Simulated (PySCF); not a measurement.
Species: C8H10FN.
Cartesian coordinates in Å at the PBE0-D3(BJ)/def2-SVP level; atoms count from 1:
```xyz
20
C8H10FN angstrom
C      3.3539    0.3068   -0.2379
N      2.0474    0.8008    0.0804
C      0.9320    0.0013    0.1282
C      1.0182   -1.3979    0.0116
C     -0.1284   -2.1828    0.0946
C     -1.3805   -1.6084    0.2839
C     -1.4458   -0.2230    0.3905
F     -2.6483    0.3379    0.5734
C     -0.3342    0.6094    0.3216
C     -0.4631    2.0943    0.4609
H      3.4154   -0.1632   -1.2391
H      4.0709    1.1383   -0.2084
H      3.6895   -0.4406    0.5006
H      1.8835    1.7849   -0.0698
H      1.9858   -1.8748   -0.1446
H     -0.0409   -3.2682    0.0038
H     -2.2951   -2.1982    0.3486
H      0.1552    2.4720    1.2931
H     -0.1401    2.6210   -0.4551
H     -1.5035    2.3810    0.6536
```

The calculation used PBE0-D3(BJ)/def2-SVP geometry optimisation, gas phase (PySCF 2.14.0).

Take the most abundant isotopes and a rigid rotor. The values belong to one conformer with, in the numbering `[CH3:1][NH:2][c:3]1[cH:4][cH:5][cH:6][c:7]([F:8])[c:9]1[CH3:10]`, C1–N2–C3–C4 7°.

What are A, B and C (MHz)?

Ia = 226.07, Ib = 471.49, Ic = 690.86 u·Å²; 505379 MHz·u·Å²/I gives A = 2235, B = 1072, C = 731.5 MHz.

What kind of rotor is it?

An asymmetric top. Ray's parameter κ = (2B − A − C)/(A − C) = -0.547; −1 is the prolate and +1 the oblate limit.

What does the inertial defect say?

Not planar: Δ = Ic − Ia − Ib = -6.70 u·Å². For a rigid frame Δ = −2 Σ m c², so Σ m c² = 3.35 u·Å² lies off the ab plane: 3.25 from hydrogen and 0.11 from heavier atoms. The atom farthest from that plane is 1.00 Å away.

Give the other two planar moments, Paa and Pbb, and the rms extents of the mass along the axes.

Paa = Σ m a² = (Ib + Ic − Ia)/2 = 468.14 and Pbb = Σ m b² = (Ia + Ic − Ib)/2 = 222.72 u·Å². With the mass M = 139.08 u, the rms extents √(P/M) along a, b and c are 1.83, 1.27, 0.16 Å.

Where do the levels up to J = 2 lie, in MHz?

Above 0(0,0):
J = 1: 1(0,1) 1803, 1(1,1) 2967, 1(1,0) 3307
J = 2: 2(0,2) 5346, 2(1,2) 6233, 2(1,1) 7254, 2(2,1) 10745, 2(2,0) 10810
The levels of one J sum to (2J + 1)J(J + 1)(A + B + C)/3.

Which types of transition are allowed, and where do some lines up to J = 3 fall?

The dipole components are |μa| = 2.88 D, |μb| = 0.75 D, |μc| = 0.34 D. The squared components, which scale the intensities, stand as 1.00 : 0.07 : 0.01 (a : b : c). Some lines, for components of 0.1 D or more:

```csv
type,branch,"J(Ka,Kc)",MHz,lower level (cm⁻¹)
c,Q,"3(1,3) ← 3(0,3)",584,0.351
c,Q,"2(1,2) ← 2(0,2)",888,0.178
a,Q,"2(1,1) ← 2(1,2)",1021,0.208
c,Q,"1(1,1) ← 1(0,1)",1164,0.060
b,Q,"2(1,1) ← 2(0,2)",1909,0.178
a,Q,"3(1,2) ← 3(1,3)",2034,0.370
b,R,"3(1,2) ← 2(2,1)",2385,0.358
b,R,"1(1,1) ← 0(0,0)",2967,0.000
c,R,"1(1,0) ← 0(0,0)",3307,0.000
b,Q,"3(2,1) ← 3(1,2)",3333,0.438
a,R,"2(1,1) ← 1(1,0)",3947,0.110
b,R,"2(1,2) ← 1(0,1)",4430,0.060
a,R,"3(1,3) ← 2(1,2)",4863,0.208
b,Q,"3(2,2) ← 3(1,3)",5059,0.370
a,R,"3(0,3) ← 2(0,2)",5167,0.178
a,R,"3(2,2) ← 2(2,1)",5410,0.358
a,R,"3(2,1) ← 2(2,0)",5654,0.361
b,R,"3(1,3) ← 2(0,2)",5750,0.178
b,R,"2(2,1) ← 1(1,0)",7438,0.110
c,R,"3(1,2) ← 2(0,2)",7785,0.178
b,R,"2(2,0) ← 1(1,1)",7843,0.099
b,R,"3(2,2) ← 2(1,1)",8901,0.242
c,R,"3(2,1) ← 2(1,1)",9209,0.242
c,R,"3(2,2) ← 2(1,2)",9922,0.208
b,R,"3(3,1) ← 2(2,0)",12052,0.361
c,R,"3(3,0) ← 2(2,0)",12060,0.361
c,R,"3(3,1) ← 2(2,1)",12116,0.358
```

PBE0-D3(BJ)/def2-SVP frequencies: not computed here. No vibrational averaging or centrifugal distortion is included, and the geometry carries the error of its method. A rigid rotor knows nothing of inversion at nitrogen or internal rotation, which can split or shift real lines. Quadrupole hyperfine structure (14N) is left out.

On Arm Neoverse N1, one thread, shared host with 64 logical CPUs at a one-minute load of 41, this took 4.8 min of wall time and 0.88 GiB of memory at its peak. These figures are those of the optimisation.
